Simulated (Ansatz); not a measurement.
The cluster Na6Zr. Charge 0, multiplicity 5. Geometry PBE-D4/def2-SVP.

Cartesian coordinates in Å:
```
Zr -1.2696 -0.4079 -0.9149
Na -1.3450 -1.2740 2.3787
Na -1.6893 2.1068 1.3407
Na 1.3583 0.4590 0.9983
Na 0.2806 2.5503 -1.5842
Na 0.8337 -2.8903 0.1079
Na 1.8315 -0.5439 -2.3264
```

In the def2 sets Zr takes a core potential, while STO-3G treats all electrons; there is no spin–orbit coupling. At HF/STO-3G, HF/def2-TZVP the charge 0 quintet is spin-contaminated (final ⟨S²⟩ up to 7.35, 6.00 for a pure state). At HF/STO-3G the highest occupied level of the charge 0 quintet lies above zero (up to 5.37 eV). In Hartree–Fock with STO-3G the lack of diffuse functions raises the level. The structure comes from a short search, and lower isomers may exist.

Problem. Estimate the α-spin orbital energies around the gap (eV) in Ansatz with HF/STO-3G, HF/def2-TZVP, PBE-D4/def2-TZVP, PBE0-D4/def2-TZVP, ωB97M-V/def2-TZVP.

Solution. 
```tsv
orbital	HF/STO-3G	HF/def2-TZVP	PBE-D4/def2-TZVP	PBE0-D4/def2-TZVP	ωB97M-V/def2-TZVP
HOMO−9	-30.13	-40.59	-27.71	-31.09	-33.67
HOMO−8	-30.13	-40.58	-27.71	-31.07	-33.67
HOMO−7	-29.94	-40.41	-27.70	-31.07	-33.67
HOMO−6	-0.86	-8.89	-5.07	-5.94	-7.86
HOMO−5	3.16	-6.69	-3.35	-4.05	-5.78
HOMO−4	3.41	-6.28	-3.35	-3.86	-5.31
HOMO−3	3.54	-5.82	-3.23	-3.86	-5.31
HOMO−2	3.62	-5.63	-2.80	-3.56	-5.18
HOMO−1	4.31	-5.05	-2.80	-3.56	-5.18
HOMO	4.56	-4.58	-2.70	-3.21	-4.24
LUMO	11.55	0.22	-2.22	-1.24	-0.18
LUMO+1	13.18	0.65	-2.22	-1.24	0.05
LUMO+2	13.27	0.71	-1.60	-1.15	0.05
LUMO+3	13.31	0.74	-1.34	-0.88	0.22
LUMO+4	13.42	0.82	-1.33	-0.87	0.23
LUMO+5	14.69	0.84	-1.22	-0.78	0.23
β HOMO	5.37	-4.14	-3.03	-3.41	-4.56
β LUMO	11.60	0.03	-2.28	-1.68	-0.87
```
